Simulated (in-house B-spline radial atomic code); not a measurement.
Radial electron density of Pd⁵⁺, [Kr] 4d5. Computed with a B-spline radial code for spherical atoms: scalar-relativistic (X2C) TPSS, spin-polarised, spherical fractional occupations, Fermi nucleus of rms radius 4.5318 fm.

One-electron X2C: radii and densities carry no picture-change correction, so inner-shell <1/r> comes out high (for 1s by about 2 % at Z = 33, 5 % at 54, 10 % at 75, 30 % at 118) and <r> low.

Columns: r (bohr), 4πr²n(r) (electrons per bohr), bar.

```
0.000949    1.497 #
 0.00115     2.05 #
  0.0014    2.819 ##
  0.0017    3.845 ##
 0.00207     5.24 ###
 0.00252    7.091 ####
 0.00306    9.483 ######
 0.00372    12.58 ########
 0.00452    16.48 ##########
  0.0055    21.31 #############
 0.00668    27.01 ################
 0.00812    33.52 ####################
 0.00987    40.52 ########################
   0.012    47.45 ############################
  0.0146     53.5 ################################
  0.0177    57.64 ##################################
  0.0216    59.18 ###################################
  0.0262    57.79 ##################################
  0.0318    54.35 ################################
  0.0387    50.87 ##############################
  0.0471    50.26 ##############################
  0.0572    54.53 #################################
  0.0695    62.99 ######################################
  0.0845     71.4 ###########################################
   0.103    73.75 ############################################
   0.125     67.2 ########################################
   0.152    55.82 #################################
   0.184    48.74 #############################
   0.224    51.02 ##############################
   0.273    57.73 ##################################
   0.331    57.07 ##################################
   0.403    44.28 ##########################
    0.49    27.31 ################
   0.595    17.05 ##########
   0.723    15.56 #########
   0.879    16.42 ##########
    1.07    14.02 ########
     1.3    8.961 #####
    1.58    4.275 ###
    1.92    1.517 #
    2.33   0.3989 
    2.84  0.07136 
    3.45 0.008181 
    4.19 0.0005234
```

On this grid the curve has 4 maxima, near 0.0216, 0.103, 0.273, 0.879 bohr.

The 4p up radial function P(r) = rR(r), positive near the nucleus:

```json
{"r (bohr)": "0.0014", "P": "0.001516"}
{"r (bohr)": "0.00207", "P": "0.002951"}
{"r (bohr)": "0.00306", "P": "0.005791"}
{"r (bohr)": "0.00452", "P": "0.01137"}
{"r (bohr)": "0.00668", "P": "0.02224"}
{"r (bohr)": "0.00987", "P": "0.04284"}
{"r (bohr)": "0.0146", "P": "0.08037"}
{"r (bohr)": "0.0216", "P": "0.1438"}
{"r (bohr)": "0.0318", "P": "0.2368"}
{"r (bohr)": "0.0471", "P": "0.3468"}
{"r (bohr)": "0.0695", "P": "0.4078"}
{"r (bohr)": "0.103", "P": "0.2971"}
{"r (bohr)": "0.152", "P": "-0.07131"}
{"r (bohr)": "0.224", "P": "-0.5216"}
{"r (bohr)": "0.331", "P": "-0.5446"}
{"r (bohr)": "0.49", "P": "0.1638"}
{"r (bohr)": "0.723", "P": "0.9958"}
{"r (bohr)": "1.07", "P": "1.063"}
{"r (bohr)": "1.58", "P": "0.5071"}
{"r (bohr)": "2.33", "P": "0.1019"}
{"r (bohr)": "3.45", "P": "0.006377"}
```
